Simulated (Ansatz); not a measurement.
Cost and result up the ladder for Cu(NH3)(OH) (CuNOH₄) (7 atoms). Charge 0, multiplicity 1. Geometry: r2SCAN-D4/def2-TZVP.

```xyz
7

Cu    0.4307   -0.5161   -0.1674
N    -0.7672    0.9501    0.0692
H    -0.9403    1.4229   -0.8158
H    -0.3933    1.6420    0.7147
H    -1.6679    0.6470    0.4327
O     1.5377   -1.8518   -0.5240
H     1.8003   -2.2942    0.2906
```

Ansatz on 4 threads of AMD EPYC 9B14 on a shared host. Times are rough, and most runs start from the orbitals of an earlier one. ωB97M-V/def2-TZVP serves as the yardstick here, not as an exact answer. Differences are given only for rows in sets of like size (and for xTB, whose basis is part of the method), since another set adds its own error. Binding counts from free atoms at the same level (Cu doublet, N quartet, H doublet, O triplet; other spins of the atoms weren't run), without zero-point energy or a counterpoise term.

B3LYP takes the VWN-RPA correlation. Correlated methods freeze 11 core orbitals.

Correlated methods converge slowly with the basis.

```csv
level,functions,binding energy per atom (eV),difference from ωB97M-V/def2-TZVP (eV),remarks
revPBE-D4/def2-TZVP,131,3.15,-0.04,–
CCSD(T)/def2-TZVPP,182,3.12,-0.07,test for broken spin undecided
MP2/def2-TZVP,131,3.13,-0.06,test for broken spin undecided
r2SCAN0-D4/def2-TZVP,131,3.08,-0.11,–
r2SCANh-D4/def2-TZVP,131,3.15,-0.05,–
PBE0-D4/def2-SVP,79,3.15,–,–
B3LYP-D4/def2-TZVP,131,3.17,-0.02,–
PBE-D4/def2-TZVP,131,3.26,0.07,–
PBE0-D4/def2-TZVPD,161,3.15,-0.05,–
r2SCAN-D4/def2-TZVPD,161,3.21,0.02,–
ωB97M-V/def2-TZVP,131,3.19,0.00,–
PBE0-D4/def2-TZVP,131,3.13,-0.06,–
PBE-D4/def2-SVP,79,3.29,–,–
r2SCAN-D4/def2-TZVP (with forces),131,3.19,0.00,–
```

(1) Estimate how long each takes.

Answers

(1) PBE-D4/def2-SVP 0.5 s; PBE0-D4/def2-SVP 0.55 s; PBE-D4/def2-TZVP 0.65 s; revPBE-D4/def2-TZVP 0.65 s; MP2/def2-TZVP 0.7 s; PBE0-D4/def2-TZVP 0.8 s; B3LYP-D4/def2-TZVP 0.85 s; PBE0-D4/def2-TZVPD 1.1 s; r2SCAN-D4/def2-TZVP (with forces) 1.2 s; r2SCANh-D4/def2-TZVP 1.2 s; r2SCAN0-D4/def2-TZVP 1.3 s; r2SCAN-D4/def2-TZVPD 1.4 s; ωB97M-V/def2-TZVP 2.3 s; CCSD(T)/def2-TZVPP 20 s. On shared hardware such times vary by a factor of up to 3.
